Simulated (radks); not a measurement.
Nb5+, 36 electrons, occupied as [Kr].

Method: scalar-relativistic Kohn-Sham, LDA (Slater exchange, Perdew-Wang correlation), spin-polarised, spherical densities, finite nucleus; Fermi nuclear charge, rms radius 4.324 fm; computed with a radial shooting solver on a logarithmic mesh with Libxc functionals.

Energy parts (eV):
part                       energy
total                 -103691.314
kinetic                106737.608
electron-nucleus      -247618.939
Hartree                 40254.069
exchange-correlation    -3064.053

Orbitals (lengths in bohr, moments of r in powers of bohr; r(max) is where P^2 peaks):
| orbital | occ. | eigenvalue (eV) | r(max) |
|---|---|---|---|
| 1s | 2 | -18845.59 | 0.02352 |
| 2s | 2 | -2692.770 | 0.1334 |
| 2p | 6 | -2413.220 | 0.1065 |
| 3s | 2 | -501.9944 | 0.3959 |
| 3p | 6 | -410.6225 | 0.3894 |
| 3d | 10 | -260.8476 | 0.3334 |
| 4s | 2 | -119.2017 | 1.018 |
| 4p | 6 | -94.1331 | 1.096 |
| 4d | 0 | -57.5020 | 1.313 |
| 5s | 0 | -45.2065 | 2.313 |
| 5p | 0 | -37.5688 | 2.578 |
| 4f | 0 | -27.7983 | 2.057 |

The highest occupied level is 4p at -94.133 eV. The electron density at the nucleus is 8.37e+04 e/bohr^3 (large components only). The density falls to 0.001 e/bohr^3 at r = 2.72 bohr.
